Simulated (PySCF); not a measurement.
YCl3, SMILES [Cl][Y]([Cl])[Cl]. The structure is a stationary point at r2SCAN-D4/def2-SVP. The isomer is the one that the SMILES or the coordinates give; other isomers of the formula were not compared. The def2 effective core potentials stand for the cores of Y; spin–orbit coupling is left out.

Computed equilibrium geometry at r2SCAN-D4/def2-SVP (PySCF confirms it by a frequency run) as bond lengths and angles, and its point group:
point group D3h.
Atoms: Y1 Cl2 Cl3 Cl4. Bond lengths (Å): Y1–Cl2 2.443, Y1–Cl3 2.443, Y1–Cl4 2.443. Angles (°): Cl2–Y1–Cl3 120.0, Cl2–Y1–Cl4 120.0, Cl3–Y1–Cl4 120.0.
